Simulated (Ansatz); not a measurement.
`O[SiH2]S[SiH](Cl)Cl` + `[SiH3][O][In]([SH])[Cl]` → `Cl[SiH2]S[SiH](Cl)Cl` + `[OH][In]([SH])[O][SiH3]`  (redistribution)

Program: Ansatz. Geometries: PBE0-D4/def2-TZVP. ΔE: electronic, gas phase. CBS: MP2 limit from def2 TZ/QZ plus the TZ coupled-cluster correction, frozen cores. Functionals use def2-TZVPP. B3LYP here is the variant with VWN-RPA as its local correlation; programs differ in this. def2 core potentials past Kr. For In outer-core shells are correlated without core-valence functions, which leaves a few kJ/mol of doubt a bond. One conformer a species, not always the lowest.

`O[SiH2]S[SiH](Cl)Cl`:

Cartesian coordinates in Å:
```
O 1.368 0.103 1.881
Si 0.971 -0.953 0.700
S -1.153 -1.053 0.342
Si -1.225 0.498 -1.076
Cl -0.365 2.220 -0.341
Cl -3.178 0.874 -1.505
H 1.119 1.020 1.745
H 1.607 -0.606 -0.597
H 1.368 -2.291 1.178
H -0.513 0.187 -2.327
```

`[SiH3][O][In]([SH])[Cl]`:

```xyz
9

Si    0.933    1.538    0.356
O    -0.246    0.413    0.237
In   -0.435   -1.419   -0.441
S    -2.532   -2.466   -0.295
Cl    1.456   -2.390   -1.333
H     0.603    2.710   -0.499
H     1.044    1.994    1.768
H     2.253    0.996   -0.074
H    -3.076   -1.378    0.280
```

`Cl[SiH2]S[SiH](Cl)Cl`:

Cartesian coordinates in Å:
```
Cl 0.318 2.138 1.639
Si 1.337 0.965 0.310
S 0.834 -1.103 0.486
Si -1.123 -1.202 -0.318
Cl -2.505 -0.328 0.895
Cl -1.246 -0.316 -2.152
H 1.053 1.466 -1.048
H 2.775 1.012 0.643
H -1.442 -2.633 -0.454
```

`[OH][In]([SH])[O][SiH3]`:

Cartesian coordinates in Å:
```
O 2.507 1.164 1.659
In 1.220 -0.079 0.851
S 1.229 -2.423 1.016
O -0.189 0.850 -0.190
Si -1.480 0.358 -1.050
H 2.287 2.075 1.445
H 0.123 -2.515 0.254
H -1.362 0.789 -2.469
H -2.736 0.917 -0.481
H -1.598 -1.135 -1.035
```

```
             level  ΔE (kcal/mol)  difference from CCSD(T)/CBS
         r2SCAN-D4           22.7                          0.7
           PBE0-D4           22.4                          0.4
          B3LYP-D4           22.4                          0.4
           ωB97M-V           23.1                          1.1
            B2PLYP           23.0                          1.0
               PBE           20.7                         -1.3
              PBE0           22.9                          0.9
             B3LYP           23.3                          1.3
    MP2/def2-TZVPP           22.4                          0.4
SCS-MP2/def2-TZVPP           22.7                          0.7
   CCSD/def2-TZVPP           23.8                          1.8
     HF/def2-QZVPP           28.6                          6.6
SCS-MP2/def2-QZVPP           22.3                          0.3
      HF/CBS(def2)           28.6                          6.6
     MP2/CBS(def2)           21.4                         -0.6
    CCSD/CBS(def2)           22.8                          0.8
       CCSD(T)/CBS           22.0                            0
```

Largest T1 diagnostic among the species: 0.016.

In def2-TZVPP, CCSD(T) changes the Hartree–Fock value by −5.7 kcal/mol (the triples alone add −0.9 kcal/mol) and MP2 by −6.2 kcal/mol. The D4 term adds −0.9 kcal/mol with B3LYP and −0.5 kcal/mol with PBE0; it sums over pairs of atoms, weighted by their polarisabilities, and B3LYP, whose exchange is more repulsive, gets the larger term.
